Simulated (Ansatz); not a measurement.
This geometry of GeH₄ (5 atoms, charge 0, multiplicity 1) is a first-order saddle point.

Level of theory: Ansatz, RKS PBE/def2-SVP.

```xyz
5
Properties=species:S:1:pos:R:3
Ge 0.263 0.000 -0.501
H 0.558 0.000 1.205
H 1.559 0.000 0.409
H -0.552 1.267 -0.105
H -0.552 -1.267 -0.105
```

Question: Which two structures does it join? (They come from a converged band through this point; their orientation in space is the band's.)

Answer: Bonds formed: H2–H3. GeH4 becomes GeH2 + H2.

Image 0:

```xyz
5
Properties=species:S:1:pos:R:3
Ge 0.255 0.000 0.181
H 0.255 0.000 1.729
H 1.715 0.000 -0.335
H -0.475 1.264 -0.336
H -0.475 -1.264 -0.336
```

Image 8:

```xyz
5
Properties=species:S:1:pos:R:3
Ge 0.242 0.000 -0.781
H 0.783 0.000 1.142
H 1.462 0.000 0.675
H -0.605 1.160 -0.067
H -0.605 -1.160 -0.067
```

Question: How far does it lie above each of them?

Answer: 193.0 kJ/mol above the first and 39.8 kJ/mol above the second. This is the barrier of this one path; another mechanism may lie lower.

Run time: 48 s on 1 thread of Arm Neoverse V1 (shared host), peak memory 0.098 GiB.
